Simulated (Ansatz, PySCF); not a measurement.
C2H9ClSi3, SMILES [SiH2](Cl)[Si@H]1CC[SiH2]1. Atoms are numbered in the order given.

```xyz
15

Cl     2.5188     0.4715     1.2203
Si     1.2410    -0.9954     0.4453
Si    -0.2203     0.0447    -1.0577
C     -1.8479    -0.9764    -1.2647
C     -2.6194    -0.4341    -0.0206
Si    -1.8064     1.3070     0.1162
H      0.4754    -1.5897     1.5793
H      2.0862    -2.0648    -0.1593
H      0.5081     0.4830    -2.2847
H     -1.7708    -2.0746    -1.3102
H     -2.3414    -0.6469    -2.1950
H     -2.3445    -1.0110     0.8789
H     -3.7162    -0.4805    -0.1136
H     -1.5760     1.8532     1.4848
H     -2.5152     2.3302    -0.7091
```
Charge 0, spin multiplicity 1.

Coordinates come from a B3LYP-D3(BJ)/def2-SVP optimisation. The structure was generated by enumeration; whether it is a known compound was not checked. Other conformers were not sampled.

Two levels are set side by side: PBE-D3(BJ)/def2-SVP (Ansatz, a program for electronic structure) and B3LYP-D3(BJ)/def2-SVP (Ansatz). Each level has its own optimised geometry; the coordinates shown are those of the second. Frequencies come from the Hessian of PySCF at each geometry. Differences are taken from unrounded values.

```
quantity                            B3LYP-D3(BJ)
----------------------------------  ------------
mean bond length (Å)                       1.605
bond Cl1–Si2 (Å)                           2.094
bond Si2–Si3 (Å)                           2.340
bond Si3–C4 (Å)                            1.932
bond Si3–Si6 (Å)                           2.342
bond C4–C5 (Å)                             1.561
bond C5–Si6 (Å)                            1.926
bond Si2–H7 (Å)                            1.492
bond Si2–H8 (Å)                            1.491
bond Si3–H9 (Å)                            1.493
bond C4–H10 (Å)                            1.102
bond C4–H11 (Å)                            1.103
bond C5–H12 (Å)                            1.103
bond C5–H13 (Å)                            1.102
bond Si6–H14 (Å)                           1.491
bond Si6–H15 (Å)                           1.493
highest harmonic wavenumber (cm⁻¹)          3103
mean harmonic wavenumber (cm⁻¹)             1121
zero-point energy (kcal/mol)               62.51
```

**Question.** What does PBE-D3(BJ) give, and how far is it from B3LYP-D3(BJ)? (An estimate is asked for; the answer gives what the named calculation found.)

**Answer.** 
| quantity | PBE-D3(BJ) | PBE-D3(BJ) minus B3LYP-D3(BJ) |
|---|---|---|
| mean bond length (Å) | 1.613 | 0.008 |
| bond Cl1–Si2 (Å) | 2.096 | 0.002 |
| bond Si2–Si3 (Å) | 2.344 | 0.004 |
| bond Si3–C4 (Å) | 1.940 | 0.007 |
| bond Si3–Si6 (Å) | 2.345 | 0.003 |
| bond C4–C5 (Å) | 1.560 | -0.002 |
| bond C5–Si6 (Å) | 1.932 | 0.006 |
| bond Si2–H7 (Å) | 1.506 | 0.015 |
| bond Si2–H8 (Å) | 1.505 | 0.014 |
| bond Si3–H9 (Å) | 1.507 | 0.014 |
| bond C4–H10 (Å) | 1.110 | 0.008 |
| bond C4–H11 (Å) | 1.111 | 0.008 |
| bond C5–H12 (Å) | 1.111 | 0.008 |
| bond C5–H13 (Å) | 1.110 | 0.008 |
| bond Si6–H14 (Å) | 1.505 | 0.014 |
| bond Si6–H15 (Å) | 1.507 | 0.014 |
| highest harmonic wavenumber (cm⁻¹) | 3048 | -55 |
| mean harmonic wavenumber (cm⁻¹) | 1088 | -33 |
| zero-point energy (kcal/mol) | 60.68 | -1.82 |

GGA bonds tend to be longer and softer than those of functionals with exact exchange. Differences between two approximate levels are no errors against the true value.
